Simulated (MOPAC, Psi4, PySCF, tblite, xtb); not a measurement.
Dimer C2H2 ··· C4H5N (SMILES C#C and c1cc[nH]c1) at R = 4.46 Å between the centres of mass, closest contact 2.37 Å (lowest of the rigid-body minima from ten starts at GFN2-xTB). Geometry in Å and degrees:

```
N
H 1 1.0036
C 1 1.3708 2 125.06
C 1 1.3708 2 125.06 3 -180.00
C 4 1.3740 1 107.64 2 180.00
C 3 1.3740 1 107.63 2 -180.00
H 4 1.0761 1 121.33 2 0.00
H 3 1.0761 1 121.33 2 0.00
H 6 1.0770 3 125.78 8 0.01
H 5 1.0770 4 125.78 7 0.00
C 2 2.3652 1 158.42 3 -94.03
C 11 1.1968 2 81.30 1 177.85
H 11 1.0626 2 98.70 1 -2.15
H 12 1.0627 2 109.74 1 6.59
```

Levels: GFN2-xTB (tblite); SAPT0/jun-cc-pVDZ, frozen core (Psi4); PBE/def2-TZVP, counterpoise-corrected (Psi4); PBE-D3(BJ)/def2-TZVP, counterpoise-corrected (Psi4); HF/aug-cc-pVDZ, counterpoise-corrected (Psi4); MP2/aug-cc-pVDZ = Psi4 with DF-MP2/aug-cc-pVDZ, frozen core, counterpoise-corrected; SCS-MP2/aug-cc-pVDZ = DF-SCS-MP2/aug-cc-pVDZ, frozen core, counterpoise-corrected in Psi4; PM7, restricted, heats of formation (MOPAC); PM3, restricted, heats of formation (MOPAC); GFN1-xTB (xtb); RKS-B3LYP/6-31G* = restricted B3LYP/6-31G*, spherical d, no counterpoise correction (PySCF); RHF/6-31G* = PySCF with restricted Hartree-Fock/6-31G*, spherical d, no counterpoise correction; RHF/3-21G = restricted Hartree-Fock/3-21G, no counterpoise correction run with PySCF 2.14.0; RKS-B3LYP/6-311+G** = restricted B3LYP/6-311+G**, spherical d, no counterpoise correction (PySCF).

Question: What interaction energy does each level give?

Answer: 
| method | E_int / kJ/mol |
|---|---|
| PBE-D3(BJ)/def2-TZVP | -14.21 |
| RKS-B3LYP/6-31G* | -12.12 |
| MP2/aug-cc-pVDZ | -11.36 |
| SAPT0/jun-cc-pVDZ | -10.86 |
| GFN2-xTB | -9.71 |
| PBE/def2-TZVP | -9.58 |
| RHF/3-21G | -8.97 |
| SCS-MP2/aug-cc-pVDZ | -8.63 |
| PM7 | -8.13 |
| RHF/6-31G* | -7.01 |
| RKS-B3LYP/6-311+G** | -6.67 |
| GFN1-xTB | -6.51 |
| PM3 | -4.62 |
| HF/aug-cc-pVDZ | -2.32 |
